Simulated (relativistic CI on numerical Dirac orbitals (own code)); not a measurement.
Slater and spin-orbit integrals, Sb19+

Calculated at this level of theory: Dirac-Coulomb-Breit CI, separate exchange-only KLI orbitals for each configuration, model QED (radiative potential, 1s self-energy scaled to tabulated hydrogen-like ionisation energies), unscaled Slater integrals (own radial code, finite nucleus).

Slater integrals F^k, G^k are unscaled and averaged over j, outside the closed core [Ar] 3d10; ζ comes from projecting the Hamiltonian with its Breit term on Σ l·s of the shell.

- 4s²4p²: F^2(4p,4p) = 142100, ζ(4p) = 64849 cm⁻¹; <r>(4p) = 0.7296, <r^2>(4p) = 0.6003 (bohr units).
- 4s4p³: F^2(4p,4p) = 142090, G^1(4s,4p) = 186660, ζ(4p) = 64746 cm⁻¹; <r>(4s) = 0.7059, <r^2>(4s) = 0.5588, <r>(4p) = 0.7296, <r^2>(4p) = 0.6004 (bohr units).
- 4p⁴: F^2(4p,4p) = 141950, ζ(4p) = 64652 cm⁻¹; <r>(4p) = 0.7303, <r^2>(4p) = 0.6016 (bohr units).

Averages of the first 10 configurations, taken without configuration mixing, which lowers the lowest level and can move excited configurations by several eV; other configurations of the list can lie among them:

```csv
Configuration,Parity,States,Average energy above the lowest level (eV)
4s²4p²,even,15,18.3
4s4p³,odd,40,73.5
4p⁴,even,15,135.0
4s²4p4d,odd,60,102.6
4s4p²4d,even,300,155.0
4s²4p4f,even,84,187.6
4s4p²4f,odd,420,240.2
4p³4d,odd,200,213.7
4s4p4d²,odd,540,238.4
4s²4d4f,odd,140,272.3
```
